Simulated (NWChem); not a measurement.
**Excited singlets of aminoborane (H₄BN) by symmetry**

SMILES: BN
```xyz
6

B      0.0000     0.0000    -0.7762
N      0.0000     0.0000     0.6112
H     -1.0575     0.0000    -1.3645
H      1.0575     0.0000    -1.3645
H      0.8464     0.0000     1.1658
H     -0.8464     0.0000     1.1658
```
Charge 0, spin multiplicity 1.

All runs are NWChem calculations. The geometry was optimised at PBE0/def2-SVP, a minimum by its harmonic frequencies. It is one conformer; others weren't searched.

Basis set: aug-cc-pVDZ. Symmetry labels belong to the abelian group C2v used in the runs, with the axes of the coordinates shown. Entries are the lowest vertical excitation energy of each symmetry in eV (for CIS and TDDFT among the lowest few roots); a state of one symmetry need not have the same character in every method. Symmetries that some method's roots don't reach, or where a double excitation leads the EOM-CCSD root, are left out.

The correlated methods keep 2 core orbitals frozen. B3LYP has NWChem's definition, with VWN1-RPA local correlation. No row is a measurement; the coupled-cluster row has its own basis-set and correlation limits.

```tsv
method	b2	a2
CIS	7.97	8.04
TD-PBE	6.77	6.79
TD-B3LYP	[?]	[?]
TDA-LDA (SVWN5)	6.97	6.62
EOM-CCSD	7.37	7.56
```

Question: Some entries are withheld; supply them.

Answer: 
- TD-B3LYP, b2: 7.00
- TD-B3LYP, a2: 7.10
